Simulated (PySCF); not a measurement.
Working out the ionisation energy of Pd

Pd [Kr] 4d10 (1S) → Pd+ [Kr] 4d9 (2D). Computed with PySCF 2.14 in aug-cc-pwCVDZ-PP with ECP28MDF, with a scalar-relativistic core potential. Frozen: nothing. Energies in hartree (1 hartree = 27.21139 eV):

```csv
part,Pd (lower),Pd+ (upper)
UHF,-126.608035,-126.377306
MP2 opposite-spin,-0.418718,-0.363011
MP2 same-spin,-0.206780,-0.172706
```

Task: What does Hartree-Fock give?

Result: (-126.377306) − (-126.608035) = 0.230729 hartree = 6.278 eV.

Task: What do MP2 and SCS-MP2 (6/5 opposite-spin, 1/3 same-spin) give?

Result: The opposite-spin parts differ by 1.516 eV and the same-spin parts by 0.927 eV. MP2: 6.278 + (1.516) + (0.927) = 8.721 eV. SCS-MP2: 6.278 + 1.2 × (1.516) + (0.927)/3 = 8.406 eV.

Measured between the centres of the two terms (NIST): 8.512 eV, so MP2 (valence and next inner shell) is off by 0.209 eV.

A double-zeta basis recovers only part of the correlation energy.

What remains against the reference includes basis incompleteness and correlation beyond second order.
